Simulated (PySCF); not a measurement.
**Polarisability and C₆ of Cd³⁺ (cadmium, charge +3)**

[Kr] 4d9, 2D determinant. All numbers are calculated (PySCF 2.14, scalar relativity through the core potential, in aug-cc-pVTZ-PP with one added diffuse shell each of s, p, d, f, g type with ECP28MDF (7s7p6d4f3g, 113 functions)). Coupled (time-dependent) response in atomic units; α is the mean over directions.

```csv
method,mean α (bohr³),"α xx, yy, zz",C₆ (like pair),S(−4)
wB97M-V,3.719,"3.650, 3.650, 3.857",16.38,2.342
```

S(−4) is the Cauchy moment in α(ω) = α(0) + S(−4) ω² + …

Spin-orbit coupling is absent.

α(iu) at wB97M-V:

| u (hartree) | α(iu) (bohr³) |
| --- | --- |
| 0 | 3.719 |
| 0.0500 | 3.713 |
| 0.100 | 3.696 |
| 0.200 | 3.629 |
| 0.300 | 3.527 |
| 0.500 | 3.256 |
| 0.750 | 2.876 |
| 1.00 | 2.517 |
| 1.50 | 1.926 |
| 2.00 | 1.494 |
| 3.00 | 0.9459 |
| 5.00 | 0.4547 |

A single London oscillator, α(iu) = α/(1 + u²/ω²), gives C₆ = (3/4) ω α². Matching the computed C₆ needs ω = 4 × 16.38 / (3 × 3.719²) = 1.58 hartree.

For an ion, C₆ is the dispersion term alone; charge-induced terms of lower order in 1/R come first.

The components differ because the open shell of this determinant is not spherical; for a pure term their mean is the scalar polarisability.

Energies and moments cover only the electrons outside the core potential.
